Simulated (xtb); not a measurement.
SeCl4, SMILES Cl[Se](Cl)(Cl)Cl. All values are semi-empirical tight-binding results from xtb (GFN2-xTB unless named), good for trends rather than for accurate numbers. Coordinates come from a GFN2-xTB optimisation. The isomer is the one that the SMILES or the coordinates give; other isomers of the formula were not compared.

Optimised geometry:

Bonded distances (Å): Se1–Cl2 2.122, Se1–Cl3 2.327, Se1–Cl4 2.122, Se1–Cl5 2.327. Bond angles (°): Cl2–Se1–Cl3 89.4, Cl2–Se1–Cl4 105.5, Cl2–Se1–Cl5 89.4, Cl3–Se1–Cl4 89.4, Cl3–Se1–Cl5 177.9, Cl4–Se1–Cl5 89.4.

Computed properties:
```yaml
point_group_as_xtb_finds_it: C2v
orbital_gap: 2.61 eV
zero_point_energy: 2.9 kcal/mol
G − E(el) at 298.15 K (modified RRHO): -18.5 kcal/mol
static polarisability (D4 model): 87.8 bohr³
solvation energy, GFN2-xTB/ALPB(water): -1.7 kcal/mol
solvation energy, GFN2-xTB/ALPB(dmf): -5.7 kcal/mol
```

Q: Give the atomic charges and the Wiberg bond orders between heavy atoms. (The exact figures need the calculation; the answer reports its results.)

A: charges (e) Se1 0.22, Cl2 0.10, Cl3 -0.21, Cl4 0.10, Cl5 -0.21. Bond orders Se1–Cl2 1.32, Se1–Cl3 0.94, Se1–Cl4 1.32, Se1–Cl5 0.94.
